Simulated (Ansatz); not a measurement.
`P[SiH2][GaH2]` + `C[SiH](O)F` → `F[SiH2]P` + `C[SiH](O)[GaH2]`  (redistribution)

Isolated molecules relaxed with PBE0-D4/def2-TZVP in Ansatz; ΔE leaves out vibrations. CCSD(T)/CBS adds triple-zeta CCSD(T) − MP2 to the extrapolated MP2 energy (def2 sets, frozen cores). Functionals use def2-TZVPP. For Ga outer-core shells are correlated without core-valence functions, which leaves a few kJ/mol of doubt a bond. Scalar relativity is left out up to krypton. Each species was taken in one conformer, which may not be the lowest.

```
             level  ΔE (kJ/mol)
         revPBE-D4         52.3
CCSD(T)/def2-TZVPP         54.6
```

(1) What does CCSD(T)/CBS give? (Best estimate.)

Largest T1 diagnostic among the species: 0.014.

Results:

(1) Ansatz gave: +53.5 kJ/mol. The listed levels differ from it by -1.2, 1.1 kJ/mol.

From BLYP to BHLYP (50 % exact exchange), in def2-TZVPP and without D4, ΔE moves by +3.8 kJ/mol. At CCSD(T), def2-SVP lies +6.9 kJ/mol from the extrapolated value and def2-TZVPP +1.0 kJ/mol. Leaving LDA and LC-ωPBE aside and taking each functional with its dispersion term where it has one, the values, not all of them listed here, spread over 7.9 kJ/mol, from BLYP-D4 to r2SCAN0-D4. LDA lies +4.6 kJ/mol from PBE without D4.
